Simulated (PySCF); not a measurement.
**How methods differ on the ionisation energy of Ce²⁺**

Ce²⁺ [Xe] 4f2 (high-spin determinant) → Ce³⁺ [Xe] 4f1 (2F), as a difference of total energies. Computed with PySCF 2.14 in cc-pVDZ-X2C (8s7p5d3f1g, 84 functions), with scalar relativity by spin-free X2C-1e. The calculations carry no spin-orbit coupling.

| method | ionisation energy (eV) |
| --- | --- |
| UHF | 18.030 |
| B97-3 | 20.673 |
| PW91 | 21.422 |
| CAM-B3LYP | 20.819 |

The reference lies between the lowest fine-structure levels, while these numbers refer to the centres of the terms.

The determinant of Ce²⁺ mixes LS terms, which raises its energy above the lowest term, most at the Hartree-Fock and MP2 levels.

For comparison: 20.197 eV (semi-empirical (NIST evaluation); NIST Atomic Spectra Database, ionization energies).
